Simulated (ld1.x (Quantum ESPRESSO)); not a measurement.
**Ta: TM pseudisation with PBE, scalar-relativistic reference atom.**

Ta (Z = 73), norm-conserving Troullier–Martins (Kleinman–Bylander form), made with ld1.x (Quantum ESPRESSO) 7.5 (PBE, scalar-relativistic). Core [Kr] 4d10 4f14, reference 5s2 5p6 5d2 6s0 6p0 (charge +3). Waves: 5s (bound): rc 1.30 bohr; 5p (bound): rc 1.25 bohr; 5d (bound): rc 2.70 bohr. Local part: all-electron potential smoothed inside 2.70 bohr (lloc = -1). Core correction: a·sin(br)/r model core inside 0.60 bohr.

All-electron outer shells of the reference configuration (PBE, scalar-relativistic, ld1.x):

```csv
shell,level (eV),outermost node (bohr),outermost maximum (bohr)
5s,-101.03,0.54,0.98
5p,-67.14,0.58,1.12
4f,-52.86,–,0.44
5d,-29.13,0.65,1.51
6s,-27.18,1.30,2.45
6p,-20.10,1.53,2.96
```

Calculated quality:

```
Cutoffs needed           : 100 Ry and 160 Ry (the cutoffs (Ry, on a coarse ladder) from which the occupation-weighted sum of valence levels, in a spherical-Bessel basis at the reference potential, stays within 10 and 1 mRy of its value at 400 Ry)
Ghost test               : no extra level below or beside the all-electron valence levels (s, p, d, f tested) (spherical-Bessel basis up to 400 Ry, 20 bohr box)
Largest excitation error : -991 meV (all-electron minus pseudo) for 5s2 5p6 5d2 6s2 6p1, out of 7 test configurations
```

Generation and tests took about 3.1 s on one core of a shared server CPU.
